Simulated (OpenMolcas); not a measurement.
## Tc5+ in a point-charge field

Tc5+ among 6 point charges of -0.85 e arranged as an octahedron (Oh), 1.83 Å from the ion.

```yaml
Program: OpenMolcas 26.06
Method: "SS-CASPT2, IPEA 0.25 Eh, imaginary shift 0.1 Eh (closed shells correlated: 4s 4p)"
Basis: ANO-RCC-VDZP [6s5p3d1f]
Scalar_Hamiltonian: DKH2, point nucleus
Active_space: 2 electrons in 5 orbitals (4d)
State_averaging: 2S+1 = 3 even, 10 roots; 2S+1 = 1 even, 15 roots
Spin-orbit_coupling: RASSI with atomic mean-field integrals over the reference wave functions
```

The lowest spin-free states (labels of O, the rotations of Oh), above the lowest:

| State | Degeneracy | E (cm-1) | Free-ion L (%) |
| --- | --- | --- | --- |
| 3T1 | 3 | 0 | F (99) |
| 3T2 | 3 | 4360 | F (100) |
| 3A2 | 1 | 9980 | F (100) |
| 1T2 | 3 | 11480 | D (87) |
| 1E | 2 | 12510 | D (71) |
| 3T1 | 3 | 15540 | P (99) |
| 1T2 | 3 | 19410 | G (87) |
| 1A1 | 1 | 21110 | G (96) |
| 1T1 | 3 | 21620 | G (100) |
| 1E | 2 | 24380 | G (71) |
| 1A1 | 1 | 45900 | S (96) |

The lowest levels with spin-orbit coupling:

```json
{"E (cm-1)": "0", "Degeneracy": "2", "Label": "E", "2S+1": "3"}
{"E (cm-1)": "370", "Degeneracy": "3", "Label": "T2", "2S+1": "3"}
{"E (cm-1)": "2130", "Degeneracy": "3", "Label": "T1", "2S+1": "3"}
{"E (cm-1)": "3210", "Degeneracy": "1", "Label": "A1", "2S+1": "3"}
{"E (cm-1)": "5300", "Degeneracy": "3", "Label": "T2", "2S+1": "3"}
{"E (cm-1)": "5410", "Degeneracy": "1", "Label": "A2", "2S+1": "3"}
{"E (cm-1)": "6510", "Degeneracy": "3", "Label": "T1", "2S+1": "3"}
{"E (cm-1)": "6780", "Degeneracy": "2", "Label": "E", "2S+1": "3"}
{"E (cm-1)": "11860", "Degeneracy": "3", "Label": "T2", "2S+1": "3"}
{"E (cm-1)": "13010", "Degeneracy": "3", "Label": "T2", "2S+1": "1 (86 %)"}
{"E (cm-1)": "13660", "Degeneracy": "2", "Label": "E", "2S+1": "1 (86 %)"}
{"E (cm-1)": "15790", "Degeneracy": "1", "Label": "A1", "2S+1": "3"}
{"E (cm-1)": "16600", "Degeneracy": "3", "Label": "T1", "2S+1": "3"}
{"E (cm-1)": "18070", "Degeneracy": "3", "Label": "T2", "2S+1": "3 (89 %)"}
{"E (cm-1)": "18230", "Degeneracy": "2", "Label": "E", "2S+1": "3 (86 %)"}
{"E (cm-1)": "21260", "Degeneracy": "3", "Label": "T2", "2S+1": "1"}
{"E (cm-1)": "22820", "Degeneracy": "1", "Label": "A1", "2S+1": "1"}
{"E (cm-1)": "23310", "Degeneracy": "3", "Label": "T1", "2S+1": "1"}
{"E (cm-1)": "26190", "Degeneracy": "2", "Label": "E", "2S+1": "1"}
{"E (cm-1)": "47760", "Degeneracy": "1", "Label": "A1", "2S+1": "1"}
```

Powder χT (cm3 K/mol): 0 at 2 K, 0.00371 at 10 K, 0.0185 at 50 K, 0.038 at 100 K, 0.089 at 200 K, 0.149 at 300 K. The effective moment at 300 K is 2.828 √(χT) = 1.09 μB.

The lowest level has 2S+1 = 3, for which the spin-only value is χT = S(S+1) / 2 = 1.000 cm3 K/mol (g = 2). The computed 0.149 at 300 K differs by -0.851, through orbital momentum, spin-orbit coupling and any other state in reach. With a threefold ground state the orbital momentum is unquenched, so the spin-only value is not expected to hold.

A least-squares ligand-field fit to the states below 45000 cm-1, each weighted by its degeneracy and with a free common offset, gives 10Dq = 5652 cm-1, B = 802 cm-1 and C = 3571 cm-1 (C/B = 4.45), with an rms deviation of 259 cm-1.

Roots that are degenerate in the reference are averaged as groups; the widest CASPT2 spread within a group is 380 cm-1 (the 3-fold group of multiplicity 3 near 4360 cm-1 above the lowest state of its run). Shifts and gaps below about the spread of the groups concerned are not significant. An orbital triplet at a regular site is open to Jahn-Teller coupling, which can distort the site and quench the lowest spin-orbit gaps and is left out. This field is weak: 10Dq is about 5652 cm-1, while octahedral complexes of 4d ions of charge 3 and more, computed by the same method with explicit ligands, had a median near 25000 cm-1. Ground spin and moment need not be those of a real site. Free-ion shares, where given, are those of the reference states; single-state CASPT2 does not remix them. This is an electrostatic model: the charges have no orbitals. No measured value stands beside these numbers.

The CASPT2 steps took 1.8 s on 1 thread of Arm Neoverse V1 (shared host); the integral step is not counted.
